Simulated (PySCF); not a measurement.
# Electron correlation in S²⁺ (sulfur, charge +2)

[Ne] 3s1 3p3, high-spin 5S determinant (an excited configuration). Computed with PySCF 2.14 in aug-cc-pV(T+d)Z, with the non-relativistic Hamiltonian (point nucleus). Frozen: [Ne]; 4 electrons correlated.

MP2 pair energies summed by pair of shells (mhartree):

| pair | energy | share (%) |
| --- | --- | --- |
| 3p-3p | -21.45 | 86.8 |
| 3s-3p | -3.26 | 13.2 |

Total MP2 correlation energy: -24.71 mhartree.

Same-spin part -24.71 and opposite-spin part 0.00 mhartree; SCS-MP2 scales them by 1/3 and 6/5 to -8.24 mhartree.
